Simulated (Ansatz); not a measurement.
One change: `C[O][GeH]([Cl])[O][SiH3]` becomes `C[O][GeH]([Cl])[O]C`.

Ansatz, PBE0-D4/def2-TZVP geometries, multiplicity 1. Each molecule was computed in one conformer, which needn't be the lowest.

Scalar relativity is left out up to krypton.

| property | `C[O][GeH]([Cl])[O][SiH3]` |
| --- | --- |
| size of the dipole moment (PBE/def2-TZVPP) / D | 0.73 |
| LUMO energy (PBE/def2-TZVPP) / eV | -1.31 |
| LUMO energy (B3LYP/def2-TZVPP) / eV | -0.60 |
| HOMO–LUMO gap (B3LYP/def2-TZVPP) / eV | 7.63 |
| LUMO energy (PBE0/def2-TZVPP) / eV | -0.31 |
| HOMO energy (PBE0/def2-TZVPP) / eV | -8.48 |

Give the same properties after the change, and the shifts. (Estimate.)

The calculation gave: 
```
                                      property  `C[O][GeH]([Cl])[O]C`  shift
size of the dipole moment (PBE/def2-TZVPP) / D                   1.08   0.35
             LUMO energy (PBE/def2-TZVPP) / eV                  -0.96   0.35
           LUMO energy (B3LYP/def2-TZVPP) / eV                  -0.25   0.35
         HOMO–LUMO gap (B3LYP/def2-TZVPP) / eV                   7.82   0.19
            LUMO energy (PBE0/def2-TZVPP) / eV                   0.09   0.40
            HOMO energy (PBE0/def2-TZVPP) / eV                  -8.32   0.16
```

With PBE0 the HOMO rises by 0.16 eV and the LUMO rises by 0.40 eV, so the gap widens by about 0.24 eV. PBE moves the HOMO by 0.18 eV and ωB97M-V by 0.14 eV. Dipoles are sizes alone; their direction can turn.

B3LYP here is the variant with VWN-RPA as its local correlation; programs differ in this.
